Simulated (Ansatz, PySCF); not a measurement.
Process, species as SMILES: [SiH3]O[SiH3] → [SiH3] (SiH3) + [O][SiH3] (the O-Si bond at the site shown breaks; other sites are not compared here)
Geometries: B3LYP-D3(BJ)/def2-TZVP minima from Ansatz (a quantum-chemistry and plane-wave program). Frequencies are from Ansatz or PySCF.

Property: bond dissociation energy (enthalpy at 298 K, with B3LYP-D3(BJ) rigid-rotor harmonic-oscillator terms), in eV. Valence correlation only, unless marked. UHF or UKS for open shells. No spin-orbit coupling. Non-relativistic. CBS(X,Y): correlation extrapolated as X^-3; Hartree-Fock from the larger set. The bracket is a focal-point correction in the basis named.

Level to compare with: RI-MP2/CBS(aug-cc-pV(T+d)Z,aug-cc-pV(Q+d)Z)+[CCSD(T)-MP2]/aug-cc-pV(T+d)Z (Ansatz), 5.65 eV. It is a level with limits of its own, and the differences hold the functionals' basis error too.

Q: Rank these functionals by how close they come to RI-MP2/CBS(aug-cc-pV(T+d)Z,aug-cc-pV(Q+d)Z)+[CCSD(T)-MP2]/aug-cc-pV(T+d)Z, closest first: revPBE/def2-TZVPD (Ansatz); wB97X/def2-TZVPD (Ansatz); BLYP/def2-TZVPD (Ansatz).

A: wB97X/def2-TZVPD (range-separated hybrid, 5.44 eV, difference -0.21), BLYP/def2-TZVPD (GGA, 4.97 eV, difference -0.68), revPBE/def2-TZVPD (GGA, 4.81 eV, difference -0.84)
